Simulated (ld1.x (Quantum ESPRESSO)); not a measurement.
# What the settings do to the TM semilocal potential of vanadium (V)

Base potential:

```json
{
  "Element": "vanadium (V)",
  "Generator": "ld1.x (Quantum ESPRESSO) 7.5",
  "Type": "norm-conserving Troullier–Martins (semilocal form)",
  "Functional": "Wu–Cohen",
  "Relativity": "scalar-relativistic",
  "Frozen core": "[Ar]",
  "Valence charge": "5",
  "Reference configuration": "3d4 4s1 4p0",
  "Partial waves": "4s (bound): rc 2.10 bohr; 4p (bound, empty): rc 3.75 bohr; 3d (bound): rc 1.40 bohr",
  "Local potential": "the d channel",
  "Core correction": "Bessel-smoothed model core inside 1.40 bohr"
}
```

Cutoffs, loose and tight: the cutoffs (Ry, on a coarse ladder) from which the occupation-weighted sum of valence levels, in a spherical-Bessel basis at the reference potential, stays within 10 and 1 mRy of its value at 400 Ry. They do not see the model core or the augmentation charge, which bear on the density cutoff. Test errors are all-electron minus pseudo excitation energies from the reference, over the configurations 3d3 4s2 4p0; 3d3 4s1 4p0; 3d3 4s0 4p0; 3d3 4s0 4p1; 3d4 4s0 4p0; 3d3 4s1.5 4p0; 3d3 4s0 4p2. A dash means not determined; rows that change the core or the reference have their own tests. The largest error is taken over the tests solved by every variant that gives reliable tests at all: 3d3 4s0 4p0; 3d3 4s0 4p2; 3d3 4s1 4p0; 3d4 4s0 4p0.

In the semilocal form every listed channel keeps its own potential, so the choice of the local channel does not act on these tests. It acts once the file is put into the separable form.

A semilocal file is local in each channel, so a ghost entry of none says nothing of the separable form that plane-wave codes build from it.

| change | outcome | cutoff, loose | cutoff, tight | bound ghosts | largest test error (meV) |
| --- | --- | --- | --- | --- | --- |
| base | generated | 100 Ry | 110 Ry | none | -146 |
| wave 3d (bound): rc 1.40 bohr becomes 3d (bound): rc 1.60 bohr | generated | 80 Ry | 100 Ry | none | -149 |
| wave 4s (bound): rc 2.10 bohr becomes 4s (bound): rc 2.50 bohr | generated | 100 Ry | 110 Ry | none | -135 |
| form changed from semilocal to separable (Kleinman–Bylander), still TM; local potential the s channel | generated | 100 Ry | 110 Ry | none | -267 |
| functional PBE | generated | 100 Ry | 110 Ry | none | -144 |

(1) What comes out with this change to the base: wave 4p (bound): rc 3.75 bohr becomes 4p (bound): rc 5.16 bohr?

(2) What comes out with this change to the base: reference 3d3 4s2 4p0?

(3) What comes out with this change to the base: all radii but the core radius scaled by about 1.39 (s 2.92, p 5.20, d 1.94 bohr)?

Answers

(1) outcome: generated; cutoff, loose: 100 Ry; cutoff, tight: 110 Ry; bound ghosts: none; largest test error (meV): -108.

(2) outcome: generated; cutoff, loose: 100 Ry; cutoff, tight: 110 Ry; bound ghosts: none; largest test error (meV): -389.

(3) outcome: generated; cutoff, loose: 60 Ry; cutoff, tight: 70 Ry; bound ghosts: none; largest test error (meV): -131.
